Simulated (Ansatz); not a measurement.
Input for Ansatz (a program for electronic structure): R-PBE/def2-TZVPP on AlH3S (SMILES [AlH2][SH]), a point of a torsion scan.

Ansatz 0.2 input:
```yaml
crystal:
  periodic: [false, false, false]
  atoms:
    - {symbol: Al, position_ang: [-0.60985356, -0.05634356, 0.07079596]}
    - {symbol: S, position_ang: [1.45604378, -0.61682702, 0.49466789]}
    - {symbol: H, position_ang: [-1.73209331, -1.06438782, -0.22126735]}
    - {symbol: H, position_ang: [-0.98188093, 1.43641305, 0.07079840]}
    - {symbol: H, position_ang: [1.87488936, 0.52973711, -0.04356370]}
basis:
  gaussian:
    orbitals: def2-TZVPP
hamiltonian:
  xc: {name: PBE}
scf: {lower_state_search: off}
```

The head of its log:

```
WARN ansatz: RAYON_NUM_THREADS=1 ignored (pool sized by the plan → 1); use --threads N
Functional definition: PBE
these checks for a lower state are left out or cut short: stability, starts, cluster_reference, orbital_swaps, neighbouring_geometries, increment
integrals: 0.04 GiB planned
730 factors; their error is unknown
mean field: 0.31 GiB planned
mean field evaluation 1: about -17472.0185 eV, gradient 2.3e1 eV
mean field evaluation 2: about -17472.0365 eV, gradient 2.6e1 eV
```

Q: What total energy does the run end on?

A: -642.1478 hartree.
